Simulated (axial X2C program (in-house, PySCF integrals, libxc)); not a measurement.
Curves of InTe by EOM-IP-CCSD

Calculated with an in-house all-electron X2C program for linear molecules (integrals from PySCF): two-component X2C with atomic mean-field Coulomb and Gaunt terms, Gaussian nuclei, basis Te dyall-acv3z, In dyall-acv3z with contracted cores.

Energies in eV from the lowest point of the lowest state; states are followed by energy order within each Ω. Reference: InTe⁻, 10 electrons correlated in 94 virtual spinors with an MP2 remainder; levels at this size can be off by some tenths of an eV. Masses 129.906 and 114.904 u.

```json
{"R (Å)": "2.448", "(1)Ω=3/2": "0.8654", "(1)Ω=1/2": "0.4261", "(2)Ω=1/2": "1.3312", "(3)Ω=1/2": "4.0192"}
{"R (Å)": "2.555", "(1)Ω=3/2": "0.4261", "(1)Ω=1/2": "0.2407", "(2)Ω=1/2": "0.9174", "(3)Ω=1/2": "3.7387"}
{"R (Å)": "2.661", "(1)Ω=3/2": "0.1665", "(1)Ω=1/2": "0.1743", "(2)Ω=1/2": "0.7014", "(3)Ω=1/2": "3.6409"}
{"R (Å)": "2.781", "(1)Ω=3/2": "0.0268", "(1)Ω=1/2": "0.1750", "(2)Ω=1/2": "0.6367", "(3)Ω=1/2": "3.6902"}
{"R (Å)": "2.901", "(1)Ω=3/2": "0.0000", "(1)Ω=1/2": "0.2237", "(2)Ω=1/2": "0.6990", "(3)Ω=1/2": "3.8587"}
{"R (Å)": "3.060", "(1)Ω=3/2": "0.0797", "(1)Ω=1/2": "0.3498", "(2)Ω=1/2": "0.8828", "(3)Ω=1/2": "4.2011"}
```

T1 of the reference reaches 0.030 (Lee–Taylor). Curves followed by order can swap character. Number of frozen shells: Te 4 s, 3 p, 2 d; In 4 s, 3 p, 2 d. Roots with under 60 % one-particle weight at any point are counted in the labels but not shown, and the list ends where the roots sought for some Ω run out; states that need a further excitation are missing and may lie low or lowest. Curves with a minimum but no constants failed the fit check.
